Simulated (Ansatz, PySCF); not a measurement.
ethenylcyclopropane (C5H8), SMILES C=CC1CC1. Atoms are numbered in the order given.

```xyz
13

C      2.2451    -0.1181     0.0000
C      1.0028     0.3769     0.0000
C     -0.2391    -0.4242     0.0000
C     -1.4598     0.0764     0.7495
C     -1.4598     0.0764    -0.7495
H      2.4298    -1.1972     0.0000
H      3.1202     0.5363     0.0000
H      0.8616     1.4661     0.0000
H     -0.0837    -1.5081     0.0000
H     -1.3733     1.0359     1.2680
H     -2.0711    -0.6626     1.2745
H     -1.3733     1.0359    -1.2680
H     -2.0711    -0.6626    -1.2745
```

The structure is a stationary point at B3LYP-D3(BJ)/def2-SVP. One conformer was computed; it need not be the lowest.

Two levels are set side by side: PBE-D3(BJ)/def2-SVP (Ansatz, a quantum-chemistry and plane-wave program) and B3LYP-D3(BJ)/def2-SVP (Ansatz). Each level has its own optimised geometry; the coordinates shown are those of the second. Frequencies come from the Hessian of PySCF at each geometry. Differences are taken from unrounded values.

```tsv
quantity	B3LYP-D3(BJ)	PBE-D3(BJ)	PBE-D3(BJ) minus B3LYP-D3(BJ)
mean bond length (Å)	1.239	1.245	0.007
bond C1–C2 (Å)	1.337	1.346	0.009
bond C2–C3 (Å)	1.478	1.478	0.000
bond C3–C4 (Å)	1.517	1.523	0.006
bond C3–C5 (Å)	1.517	1.523	0.006
bond C4–C5 (Å)	1.499	1.501	0.003
bond C1–H6 (Å)	1.095	1.103	0.008
bond C1–H7 (Å)	1.093	1.100	0.008
bond C2–H8 (Å)	1.098	1.107	0.008
bond C3–H9 (Å)	1.095	1.103	0.008
bond C4–H10 (Å)	1.094	1.102	0.008
bond C4–H11 (Å)	1.093	1.101	0.008
bond C5–H12 (Å)	1.094	1.102	0.008
bond C5–H13 (Å)	1.093	1.101	0.008
highest harmonic wavenumber (cm⁻¹)	3230	3172	-58
mean harmonic wavenumber (cm⁻¹)	1515	1476	-39
zero-point energy (kcal/mol)	71.47	69.63	-1.84
```

GGA bonds tend to be longer and softer than those of functionals with exact exchange. Differences between two approximate levels are no errors against the true value.
